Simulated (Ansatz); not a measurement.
Total energies of C₃H₃BCl₂O₂, SMILES `Cl[B-]1(Cl)OC=CC=[O+]1`.

```json
{"atom": "Cl1", "x (Å)": "-0.1844", "y (Å)": "-0.3205", "z (Å)": "2.6807"}
{"atom": "B2", "x (Å)": "0.8396", "y (Å)": "-0.1254", "z (Å)": "1.1850"}
{"atom": "Cl3", "x (Å)": "2.6222", "y (Å)": "-0.1283", "z (Å)": "1.4766"}
{"atom": "O4", "x (Å)": "0.4619", "y (Å)": "1.1797", "z (Å)": "0.5393"}
{"atom": "C5", "x (Å)": "-0.3582", "y (Å)": "1.2300", "z (Å)": "-0.4328"}
{"atom": "C6", "x (Å)": "-0.8516", "y (Å)": "0.1127", "z (Å)": "-1.0800"}
{"atom": "C7", "x (Å)": "-0.3170", "y (Å)": "-1.1069", "z (Å)": "-0.7092"}
{"atom": "O8", "x (Å)": "0.5050", "y (Å)": "-1.2561", "z (Å)": "0.2511"}
{"atom": "H9", "x (Å)": "-0.6269", "y (Å)": "2.2367", "z (Å)": "-0.7503"}
{"atom": "H10", "x (Å)": "-1.5392", "y (Å)": "0.1984", "z (Å)": "-1.9065"}
{"atom": "H11", "x (Å)": "-0.5514", "y (Å)": "-2.0203", "z (Å)": "-1.2541"}
```

Total charge 0; spin multiplicity 1. All single points use the PBE0-D4/def2-TZVP geometry. Basis def2-TZVPP, the Gaussian-basis code of Ansatz.

RPA on PBE orbitals: Hartree–Fock energy of these orbitals -1208.93018 Eh, correlation -2.21033 Eh (frozen core).

```tsv
functional	energy without D4 (Eh)	D4 term (kJ/mol)
LDA (SPW92)	-1206.73733	–
BLYP	-1212.00593	-80.6
PBE0	-1211.45884	-31.1
B3LYP	-1212.12157	-59.0
r2SCANh	-1211.86220	-9.8
r2SCAN0	-1211.83411	-10.8
HSE06 (plane-wave form)	-1211.42920	-28.9
BHLYP	-1211.93351	-44.0
CAM-B3LYP	-1211.99279	-31.6
LC-ωPBE	-1211.64004	–
ωB97X-V	-1211.86744	–
ωB97M-V	-1211.96074	–
B2PLYP	-1211.61329	–
PBE-QIDH	-1211.24732	–
```

Question: Give the same for PBE, revPBE, r2SCAN, B97M-V. (An estimate is asked.)

Answer: Computed: 
```csv
functional,energy without D4 (Eh),D4 term (kJ/mol)
PBE,-1211.37652,-36.5
revPBE,-1211.83112,-112.1
r2SCAN,-1211.88223,-9.2
B97M-V,-1211.83207,–
```

B3LYP takes the VWN-RPA correlation (the form of Gaussian; ORCA's B3LYP/G). HSE06 is the plane-wave form, built on full-range PBE exchange. The double hybrids freeze the cores in their second-order part.

LC-ωPBE has ω = 0.4 bohr⁻¹.
